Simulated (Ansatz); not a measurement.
Calculated with Ansatz (gas phase, PBE0-D4/def2-TZVP geometries, no zero-point term in ΔE). CCSD(T)/CBS is the MP2 limit (def2-TZVPP, def2-QZVPP) plus CCSD(T) − MP2 in def2-TZVPP, frozen cores. DFT in def2-TZVPP. B3LYP here is the variant with VWN-RPA as its local correlation; programs differ in this. For Ge outer-core shells are correlated without core-valence functions, which leaves a few kJ/mol of doubt a bond. Scalar relativity is left out up to krypton. Each species was taken in one conformer, which may not be the lowest.

`N[Si@H](F)N[Si@H](N)F` + `[NH2][GeH2][NH2]` → `[NH2][GeH2][NH][SiH](N)F` + `N[SiH](N)F`  (ligand exchange at the Si–N bond)

```tsv
level	ΔE (kJ/mol)	difference from CCSD(T)/CBS
r2SCAN-D4	-9.7	2.0
PBE0-D4	-10.1	1.6
ωB97M-V	-10.9	0.8
r2SCAN	-9.8	1.9
B3LYP	-10.4	1.3
SCS-MP2/def2-TZVPP	-11.6	0.1
CCSD/def2-TZVPP	-11.4	0.3
CCSD(T)/def2-TZVPP	-11.3	0.4
SCS-MP2/def2-QZVPP	-11.7	0.0
HF/CBS(def2)	-10.1	1.6
CCSD(T)/CBS	-11.7	0
```

Largest T1 diagnostic among the species: 0.011.
